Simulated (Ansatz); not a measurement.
MP2, SCS-MP2 and SOS-MP2 from spin components

System: C2H7AlOS (SMILES C[O][Al]([CH3])[SH]), singlet, at a GFN2-xTB geometry (such geometries of metal compounds can be far from the true shape). Level: Ansatz (a quantum-chemistry and plane-wave program) with MP2/def2-SV(P). Sums are taken with unrounded values, so a last digit can differ.

Here is a job for Ansatz.
Ansatz 0.2 input:
```yaml
crystal:
  periodic: [false, false, false]
  atoms:
    - {symbol: Al, position_ang: [-0.31288910, 0.15986218, 0.16760222]}
    - {symbol: C, position_ang: [-2.03345887, 0.90646813, 0.83338643]}
    - {symbol: H, position_ang: [-2.77866061, 0.11636289, 0.94289705]}
    - {symbol: H, position_ang: [-2.44324423, 1.61957350, 0.11576668]}
    - {symbol: H, position_ang: [-1.94886335, 1.41503146, 1.79478930]}
    - {symbol: O, position_ang: [-0.18170610, -0.59062154, -1.29110048]}
    - {symbol: C, position_ang: [-0.08422271, -1.22308134, -2.53522749]}
    - {symbol: H, position_ang: [-0.42722601, -2.25669447, -2.45277496]}
    - {symbol: H, position_ang: [-0.70416088, -0.69982701, -3.26682068]}
    - {symbol: H, position_ang: [0.95299827, -1.21797039, -2.87666034]}
    - {symbol: S, position_ang: [1.54055017, 0.28983728, 1.35987059]}
    - {symbol: H, position_ang: [0.92765092, 0.93257090, 2.34589497]}
basis:
  gaussian:
    orbitals: def2-SV_P_.json
magnetization: {spin_polarized: false}
correlation: {method: mp2}
```
The basis file holds def2-SV(P) in the JSON format of the Basis Set Exchange.

It gave an SCF energy of -793.882400 Eh, a same-spin correlation energy of -0.147507 Eh and an opposite-spin one of -0.459524 Eh.

Q: Work out the MP2, SCS-MP2 (6/5 and 1/3) and SOS-MP2 (1.3 and 0) correlation and total energies.

A: MP2: -0.459524 + (-0.147507) = -0.607031 Eh, total -794.489431 Eh, as the program printed. SCS-MP2: 1.2 × (-0.459524) + (-0.147507)/3 = -0.600598 Eh, total -794.482998 Eh. SOS-MP2: 1.3 × (-0.459524) = -0.597382 Eh, total -794.479782 Eh. Opposite spins carry 76 % of the MP2 correlation; same-spin pairs are already kept apart by exchange.
